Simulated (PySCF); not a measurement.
C3H4F2Si.

```xyz
10

C      0.9410    -2.3958     0.0000
C      0.2848    -1.3648     0.0000
C     -0.3913    -0.0680     0.0000
F     -1.2068     0.0425    -1.1131
F     -1.2068     0.0425     1.1131
Si     0.8438     1.4374     0.0000
H      1.5035    -3.3199     0.0000
H      1.6919     1.3580    -1.2345
H      0.0149     2.6871     0.0000
H      1.6919     1.3580     1.2345
```

Coordinates come from a PBE-D3(BJ)/def2-SVP optimisation. The structure was generated by enumeration, and PubChem lists no compound with its InChIKey, so it may never have been made.

Level of theory: PBE/pcSseg-1 (PySCF). Non-relativistic, no solvent.

Computed absolute GIAO shielding of each atom: isotropic value and principal components (ppm):
```csv
atom,σ(iso),σ11,σ22,σ33,span
C1,92.8,32.4,35.8,210.1,177.7
C2,99.5,0.7,1.8,296.1,295.4
C3,52.4,31.1,53.3,72.8,41.7
F4,257.1,107.8,293.8,369.8,261.9
F5,257.1,107.8,293.8,369.8,261.9
Si6,394.7,371.0,375.9,437.1,66.1
H7,28.0,24.1,24.2,35.7,11.5
H8,26.9,24.0,25.5,31.1,7.0
H9,26.8,24.0,25.1,31.3,7.3
H10,26.9,24.0,25.5,31.1,7.0
```
